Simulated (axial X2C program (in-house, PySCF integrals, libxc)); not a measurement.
NiP⁺: from the spin-free to the two-component result

All values were computed with an axial X2C code built on PySCF integrals. Spin-free means the one-electron spin-free X2C Hamiltonian; two-component (2c) means X2C with spin–orbit coupling and atomic mean-field two-electron Coulomb and Gaunt terms, so the difference of the two also holds small scalar two-electron terms. Basis: Ni dyall-cv3z [9s9p6d3f2g], P dyall-v3z [8s7p2d1f] (cores contracted in-house); Gaussian nuclei, density fitting, unrestricted open shells. Masses: Ni 57.935 u, P 30.974 u.

Spin-free state: M_S = 2, Λ = 2 (beyond evenly filled blocks: σα, π+α, π-α, δ+α, δ+β, δ-α); fragments Ni+ + P.

```
  level  Re (Å)  ωe (cm⁻¹)  De (eV)  μ (D)
   PBE0   2.170      340.3    1.635  -1.84
   CCSD   2.215      349.5    0.980    n/a
CCSD(T)   2.204      341.0      n/a    n/a
  B3LYP   2.186      327.2    1.677  -1.60
```

Correlated methods: 14 electrons correlated (number of frozen shells: Ni 3 s, 2 p; P 2 s, 1 p), 220 virtual spin orbitals or spinors in MP2, 90 natural virtuals in coupled cluster.

Dipoles are positive if P is the positive end and refer to the centre of mass.

Two-component determinant lowest at the distance of the search:

Ω = 4 (⟨Sz⟩ = 2.00, ⟨Lz⟩ = 2.00 at HF); fragments Ni+ + P.

```
  level  Re (Å)  ωe (cm⁻¹)  μ (D)
   PBE0   2.171      340.1  -1.85
   CCSD   2.216      349.5    n/a
CCSD(T)   2.205      341.1    n/a
  B3LYP   2.186      327.1  -1.60
```

(1) From the two tables, how do the constants change at the CCSD(T) level (2c against spin-free)?

The state is one determinant whose occupation by symmetry is held fixed; it was picked as the lowest of a PBE0 search that is not exhaustive. De is counted from the lowest determinant-based energies of the atoms at the same level, without counterpoise correction. De is not given where an atomic determinant may have missed its ground term or J level, or where the truncated virtual space spoils (T). Density functionals use the spin component along the axis (collinear). CCSD and (T) use frozen natural virtuals with an MP2 correction for the truncation; (T) itself is uncorrected, so its De runs slightly low. PBE0 can misorder states that lie within some tenths of an eV, so this need not be the ground state of the molecule. The nearest other spin-free determinant of the search, M_S = 0, Λ = 1, lies 0.16 eV up at the distance of the search. The functionals have no current-density term, which raises determinants with orbital currents, atoms included. With several unpaired electrons one determinant need not be a pure state. Open-shell Ω = 0 determinants with evenly filled partner blocks cannot be reached by this program, so the Ω shown need not be the lowest component. The determinant is spin-polarised beyond a pure state at some levels (its spin-free form has ⟨S²⟩ too high), which makes Re and μ there less reliable. The T1 diagnostic is large, a sign of multireference character.

Answers

(1) At the CCSD(T) level Re rises by 0.001 Å and ωe stays the same within 0.2 cm⁻¹.
